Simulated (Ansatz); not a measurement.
Gas-phase electronic energies from Ansatz, PBE0-D4/def2-TZVP geometries. CCSD(T)/CBS adds triple-zeta CCSD(T) − MP2 to the extrapolated MP2 energy (def2 sets, frozen cores). Functionals use def2-TZVPP. B3LYP here is the variant with VWN-RPA as its local correlation; programs differ in this. For Ge outer-core shells are correlated without core-valence functions, which leaves a few kJ/mol of doubt a bond. Scalar relativity is left out up to krypton. One conformer a species, not always the lowest.

Consider the redistribution: `C[SiH](N)[SiH2]O` + `N[SiH2][O][GeH3]` → `O[SiH2][O][GeH3]` + `C[SiH](N)[SiH2]N`.

```csv
level,ΔE (kJ/mol),difference from CCSD(T)/CBS
ωB97X-V,-7.4,0.8
B2PLYP,-7.2,1.0
PBE0,-5.7,2.5
B3LYP,-6.2,2.0
HF/def2-TZVPP,-10.8,-2.6
SCS-MP2/def2-TZVPP,-9.0,-0.8
CCSD(T)/def2-TZVPP,-8.3,-0.1
HF/def2-QZVPP,-10.8,-2.6
MP2/def2-QZVPP,-8.6,-0.4
CCSD/CBS(def2),-8.9,-0.7
CCSD(T)/CBS,-8.2,0
```

Largest T1 diagnostic among the species: 0.012.
